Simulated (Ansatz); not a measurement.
Q: Name a neutral molecule of O, S, W and H with HOMO energy (PBE0/def2-TZVPP) between -7.65 and -7.35 eV and HOMO energy (PBE/def2-TZVPP) between -6.50 and -6.20 eV (Ansatz, PBE0-D4/def2-TZVP geometry).

A: `[O]=[W]([OH])([OH])=[S]` (-7.62 eV, -6.37 eV). Other molecules can fit too; these were computed, each in one conformer that needn't be the lowest.
